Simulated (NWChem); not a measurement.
Species: C₃H₈N₂Si; SMILES C[Si@]1(N)C=NC1

```xyz
14

C     -1.5422    -1.3525    -0.0756
Si     0.0564    -0.3786     0.0191
N      1.3403    -1.5227     0.0866
C     -0.0404     1.1858     1.0881
N     -0.0308     2.0103     0.1000
C      0.1991     1.1660    -1.0974
H     -2.4016    -0.6739    -0.1811
H     -1.5333    -2.0355    -0.9399
H     -1.6966    -1.9545     0.8341
H      2.3113    -1.2546     0.1877
H      1.1859    -2.4915     0.3366
H     -0.1641     1.5561     2.1177
H     -0.5459     1.3613    -1.8872
H      1.1895     1.3838    -1.5311
```
Atoms are numbered in this order, from 1.

Results from NWChem. Medium grid unless said otherwise, to which SCAN and Minnesota functionals are sensitive. The geometry was optimised at PBE0/def2-SVP. B3LYP is NWChem's, with the RPA form of VWN correlation. Total energies of different functionals are on different scales.

```json
[
 {"level": "PBE/def2-SVP", "energy (Ha)": "-517.4177", "highest occupied level (eV)": "-4.88", "orbital gap (eV)": "3.55", "dipole (D)": "3.12", "relative time": "1"},
 {"level": "B3LYP/def2-SVP", "energy (Ha)": "-517.8777", "highest occupied level (eV)": "-6.05", "orbital gap (eV)": "5.61", "dipole (D)": "3.23", "relative time": "1"},
 {"level": "M06-2X/def2-SVP", "energy (Ha)": "-517.7318", "highest occupied level (eV)": "-7.62", "orbital gap (eV)": "8.42", "dipole (D)": "3.34", "relative time": "1"},
 {"level": "CAM-B3LYP/def2-SVP", "energy (Ha)": "-517.7402", "highest occupied level (eV)": "-7.67", "orbital gap (eV)": "8.72", "dipole (D)": "3.31", "relative time": "4"},
 {"level": "TPSSh/def2-SVP", "energy (Ha)": "-517.8941", "highest occupied level (eV)": "-5.56", "orbital gap (eV)": "4.80", "dipole (D)": "3.23", "relative time": "1"},
 {"level": "PBE0/def2-SVP", "energy (Ha)": "-517.4708", "highest occupied level (eV)": "-6.33", "orbital gap (eV)": "6.07", "dipole (D)": "3.26", "relative time": "1"}
]
```

The last column is a rough cost ratio, cheapest run = 1.
